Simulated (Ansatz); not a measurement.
`[NH2][Ta]([NH2])(=[O])[OH]` and `[NH2][Ta](=[O])([OH])[F]` differ in one atom or group.

Ansatz, PBE0-D4/def2-TZVP geometries, multiplicity 1. Each molecule was computed in one conformer, which needn't be the lowest.

Elements past krypton have def2 core potentials.

| property | `[NH2][Ta]([NH2])(=[O])[OH]` |
| --- | --- |
| LUMO energy (PBE/def2-TZVPP) / eV | -0.88 |
| size of the dipole moment (B3LYP/def2-TZVPP) / D | 2.74 |
| HOMO energy (PBE/def2-TZVPP) / eV | -5.93 |
| HOMO–LUMO gap (PBE0/def2-TZVPP) / eV | 7.28 |
| HOMO energy (ωB97M-V/def2-TZVPP) / eV | -9.68 |
| HOMO–LUMO gap (B3LYP/def2-TZVPP) / eV | 6.72 |

What does the change do to each property? (Best estimate.)

The calculation gave: 
| property | `[NH2][Ta](=[O])([OH])[F]` | shift |
| --- | --- | --- |
| LUMO energy (PBE/def2-TZVPP) / eV | -1.47 | -0.59 |
| size of the dipole moment (B3LYP/def2-TZVPP) / D | 3.25 | 0.51 |
| HOMO energy (PBE/def2-TZVPP) / eV | -6.86 | -0.93 |
| HOMO–LUMO gap (PBE0/def2-TZVPP) / eV | 7.76 | 0.48 |
| HOMO energy (ωB97M-V/def2-TZVPP) / eV | -10.72 | -1.04 |
| HOMO–LUMO gap (B3LYP/def2-TZVPP) / eV | 7.24 | 0.52 |

With PBE0 the HOMO falls by 0.99 eV and the LUMO falls by 0.51 eV, so the gap widens by about 0.48 eV. PBE moves the HOMO by -0.93 eV and ωB97M-V by -1.04 eV. The zero-point energy changes by -59.2 kJ/mol with -6 modes. Dipoles are sizes alone; their direction can turn.

B3LYP here is the variant with VWN-RPA as its local correlation; programs differ in this.
